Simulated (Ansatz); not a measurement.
Stepwise reaction of `[SiH3][GeH2][SiH3]` with hydrogen fluoride, as a gas-phase model of exchange steps in deposition or etching. ΔE in kJ/mol; ΔG adds harmonic PBE0-D4 terms to CCSD(T)/CBS, at 1 bar.

Program: Ansatz. Geometries: PBE0-D4/def2-TZVP. ΔE: electronic, gas phase. CCSD(T)/CBS is the MP2 limit (def2-TZVPP, def2-QZVPP) plus CCSD(T) − MP2 in def2-TZVPP, frozen cores. This one scheme is used for every species. Functionals use def2-TZVPP. B3LYP here is the variant with VWN-RPA as its local correlation; programs differ in this. For Ge outer-core shells are correlated without core-valence functions, which leaves a few kJ/mol of doubt a bond. Scalar relativity is left out up to krypton.

| step | reaction | PBE-D4 | B3LYP-D4 | ωB97M-V | CCSD(T)/CBS | ΔG(600 K) |
| --- | --- | --- | --- | --- | --- | --- |
| 1 | `[SiH3][GeH2][SiH3]` + H–F → `[F][GeH2][SiH3]` + SiH₄ | -17.2 | -33.9 | -33.3 | -20.6 | -21.6 |
| 2 | `[F][GeH2][SiH3]` + H–F → `[F][GeH2][F]` + SiH₄ | -45.2 | -59.8 | -62.9 | -53.2 | -45.7 |

Question: By hand: ΔE of the 2 steps together at CCSD(T)/CBS.

Answer: (-20.6) + (-53.2) = -73.8 kJ/mol, or -36.9 kJ/mol a step.

In ΔE each step is lower than the one before. All are downhill at CCSD(T)/CBS. ΔG lies between -45.7 and -21.6 kJ/mol a step. PBE-D4 differs from CCSD(T)/CBS by 3.4 to 8.0 kJ/mol a step. Isolated molecules leave out the surface, adducts and barriers. Largest T1 diagnostic: 0.012.
